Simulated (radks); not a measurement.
Question: Gd40+, 24 electrons, occupied as [Ne] 3s2 3p5.5 3d6 4d0.5 (fractional occupations, a model configuration). All-electron calculation, Dirac Kohn-Sham, PBE, spin-unpolarised, spherical densities, point nucleus; open shells fill j = l - 1/2 first. Program: a radial shooting solver on a logarithmic mesh with Libxc functionals. Some entries of the table are withheld. Estimate them.

orbital  occ.  eigenvalue (eV)  <r> (bohr)
1s1/2       2        -52134.67     0.02190
2s1/2       2        -10283.99     0.09228
2p1/2       2        -9882.588         (1)
2p3/2       4        -9179.700         (2)
3s1/2       2        -3639.734      0.2335
3p1/2       2        -3475.432      0.2220
3p3/2     3.5        -3314.446      0.2332
3d3/2       4        -3050.010      0.2036
3d5/2       2        -3013.271      0.2071
4s1/2       0        -1819.493      0.4563
4p1/2       0              (3)         (4)
4p3/2       0              (5)         (6)
4d3/2     0.5              (7)         (8)
4d5/2       0              (9)        (10)

Answer: 
(1) 2p1/2 <r> (bohr): 0.07705
(2) 2p3/2 <r> (bohr): 0.08378
(3) 4p1/2 eigenvalue (eV): -1749.746
(4) 4p1/2 <r> (bohr): 0.4510
(5) 4p3/2 eigenvalue (eV): -1693.638
(6) 4p3/2 <r> (bohr): 0.4666
(7) 4d3/2 eigenvalue (eV): -1585.958
(8) 4d3/2 <r> (bohr): 0.4483
(9) 4d5/2 eigenvalue (eV): -1573.036
(10) 4d5/2 <r> (bohr): 0.4528
